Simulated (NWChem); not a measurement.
Two isomers of C2H6F2Si, each optimised at PBE0/def2-SVP with NWChem. Flexible species stand in one conformer each, which need not be the lowest. 

A: C[Si@H](F)CF
B: FC(F)[SiH2]C

Problem. Which is lower in energy, by how much, and how do their other properties compare?

Solution. A is lower by 38.1 kcal/mol in electronic energy; with zero-point energies, B − A = 36.9 kcal/mol.
|  | A | B |
|---|---|---|
| highest occupied level (eV) | -8.41 | -8.30 |
| orbital gap (eV) | 9.49 | 9.44 |
| dipole (D) | 3.05 | 1.49 |
| highest harmonic frequency (cm⁻¹) | 3169 | 3177 |
| zero-point energy (kcal/mol) | 49.2 | 47.9 |
